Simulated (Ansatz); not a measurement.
Cu₄S₃, relaxed as a singlet with RKS r2SCAN-D4/def2-SVP in Ansatz, starting from the GFN2-xTB geometry. Force threshold 0.02 eV/Å.

The restricted singlet is unstable towards broken spin symmetry in Hartree–Fock (as tested in another run); at r2SCAN-D4/def2-SVP this wasn't settled. An occupied level lies above an empty one. The structure comes from a short search, and lower isomers may exist.

Start:

Cartesian coordinates in Å:
```
Cu -1.896 -0.214 -0.358
Cu 0.643 -0.146 -1.464
Cu 0.185 1.622 0.657
Cu 0.997 -1.347 0.963
S -0.869 1.507 -1.269
S -0.469 -1.914 -0.627
S 1.410 0.491 2.098
```

```tsv
step	energy (eV)	largest force component (eV/Å)	SCF passes
1	-211036.9502	1.230	61
2	-211037.5734	0.938	49
3	-211037.8379	0.208	50
4	-211037.8467	0.369	44
5	-211037.8519	0.191	46
6	-211037.8750	0.101	40
7	-211037.8769	0.019	38
```

Force components are those of the run's own axes.

End:

```xyz
7

Cu   -1.573   -0.218   -0.223
Cu    0.465   -0.189   -1.519
Cu    0.185    1.351    0.648
Cu    0.756   -1.003    0.834
S    -0.813    1.631   -1.296
S    -0.435   -2.091   -0.664
S     1.415    0.519    2.219
```

By distances, no bond broke or formed, bridged metal pairs apart. The bond that changes most is Cu1–S5, from 2.20 to 2.27 Å (atoms count from 1). Metal–metal contacts that move far: Cu1–Cu4 3.38 to 2.67 Å, Cu3–Cu4 3.09 to 2.43 Å.

No frequencies were taken in this run, so the end may be a saddle point.

It took 62 s on 4 threads of Arm Neoverse V2 on a shared host.
